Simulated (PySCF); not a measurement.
## C₆ coefficients of unlike pairs at BLYP

Calculated with PySCF 2.14 from the dipole response of each species, C₆(A,B) = (3/π) ∫ α_A(iu) α_B(iu) du, in atomic units, from isotropic polarisabilities. For ions this is the dispersion term alone; charge-induced terms of lower order in 1/R come first.

| species | configuration | basis | relativity | α (bohr³) | C₆ (like pair) |
| --- | --- | --- | --- | --- | --- |
| Bi | [Xe] 4f14 5d10 6s2 6p3 (4S) | aug-cc-pwCVTZ-DK3 (11s10p8d5f1g) | spin-free X2C | 55.74 | 675.1 |
| O | [He] 2s2 2p4 (3P) | aug-cc-pVQZ-DK (6s5p4d3f2g) | spin-free X2C | 5.816 | 17.80 |
| Ge⁺ | [Ar] 3d10 4s2 4p1 (2P) | aug-cc-pVQZ-DK (8s7p5d3f2g) | spin-free X2C | 18.74 | 106.2 |
| As²⁺ | [Ar] 3d10 4s2 4p1 (2P) | def2-TZVPPD (7s5p5d1f) | none | 10.44 | 44.72 |

**Question.** Estimate C₆ for O with Bi.

**Answer.** The integral gives 102.7. The combination rule 2 C_A C_B / (C_A α_B/α_A + C_B α_A/α_B) gives 99.71 and the geometric mean 109.6.

No spin-orbit coupling is included, so Bi, close to jj coupling, stand for model states.

The other pairs:

```tsv
pair	C₆
Ge⁺, O	41.95
As²⁺, O	27.90
Ge⁺, Bi	265.7
As²⁺, Ge⁺	68.32
As²⁺, Bi	168.6
```
